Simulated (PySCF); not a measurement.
## Property card for metal hydrosulfide (`[SH][K]`)

Metal hydrosulfide, HKS.
Bonds: S1–K2. Hydrogens: H3 on S1.

**PBE0-D3(BJ)/def2-SVP geometry optimisation, gas phase (PySCF)**

```yaml
Point_group: Cs
Rotational_constants_A_B_C: 290.681, 3.571, 3.527 GHz
```

**B3LYP/def2-SVPD ground state, ΔSCF and vertical TDDFT (core frozen in the response) (PySCF)**

```yaml
Dipole_moment: 10.18 D
HOMO_energy: -4.59 eV
LUMO_energy: -1.69 eV
HOMO–LUMO_gap: 2.90 eV
Lowest_singlet_excitation: 2.21 eV (561 nm, f = 0.009)
Strongest_line_among_the_10_lowest_singlet_transitions: S2 at 2.66 eV (466 nm, f = 0.121)
Lowest_triplet_excitation_Tamm–Dancoff: 2.15 eV
Static_isotropic_polarisability: 60.1 au
Vertical_ionisation_energy: 7.13 eV
Vertical_electron_affinity: 0.64 eV
Electronic_spatial_extent_⟨r²⟩_about_the_centre_of_nuclear_charge: 323 bohr²
```

From PBE0/pcSseg-1 ground state and GIAO shieldings, non-relativistic (PySCF):

```yaml
Lowest_Hirshfeld_atomic_charge: -0.59 e on S1
Highest_Hirshfeld_atomic_charge: +0.61 e on K2
1H_chemical_shifts_computed_TMS_as_zero_by_class: -1.87 (H3) ppm
Isotropic_shieldings_of_nuclei_other_than_C_and_H_by_class: 798 (S1), 1218 (K2) ppm
Mayer_bond_orders_between_heavy_atoms: S1–K2 0.63
```

Monoisotopic mass from the formula: 71.9436 u.

−ε(LUMO) is 1.69 eV against a ΔSCF electron affinity of 0.64 eV. From the two ΔSCF values, the fundamental gap I − A is 6.49 eV and the Mulliken electronegativity (I + A)/2 is 3.89 eV. The polarisability is 8.91 Å³ as a volume (1 au = 0.148185 Å³), or 1.67 au for each of the 36 electrons. 2 of the 10 computed singlets lie in the visible range (750 to 380 nm, 1.65 to 3.26 eV), with an oscillator strength of 0.130 in sum. The principal polarisabilities are 43.8, 53.3 and 83.2 au; their mean is the isotropic value. The rotational constants make it an asymmetric top with κ = (2B − A − C)/(A − C) = -1.00, nearer the prolate limit (−1).

